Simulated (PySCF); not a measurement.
The numbers are results of PBE-D3(BJ)/def2-TZVP // CAM-B3LYP-D3(BJ)/def2-SVP run with PySCF, not measurements. Isolated molecules, 0 K electronic values unless said otherwise. One relaxed conformer stands for a flexible species; it need not be the lowest. Excitations are Tamm–Dancoff values on a coarser integration grid. The basis has no diffuse functions, so Rydberg states are missing or too high.

Reference species (SMILES): `C[O][Sn]([Br])([Br])[Br]` (C–O–Sn–Br torsion 61°) (neutral, multiplicity 1).

```json
{
  "LUMO": "-3.97 eV",
  "S1 excitation (TDA)": "3.11 eV",
  "S1 oscillator strength": "0.005"
}
```

Changed species: `[Br][Sn]([Br])([Br])[Br]` (0 of 4 Br replaced by OCH3; the reference has 1 of 4 Br replaced by OCH3).

Problem. Give the shifts of the LUMO, S1 excitation (TDA) and S1 oscillator strength.

Solution. the LUMO decreases by 0.41 eV, to -4.38 eV; the S1 excitation (TDA) rises by 0.26 eV, to 3.37 eV; the S1 oscillator strength stays essentially unchanged.
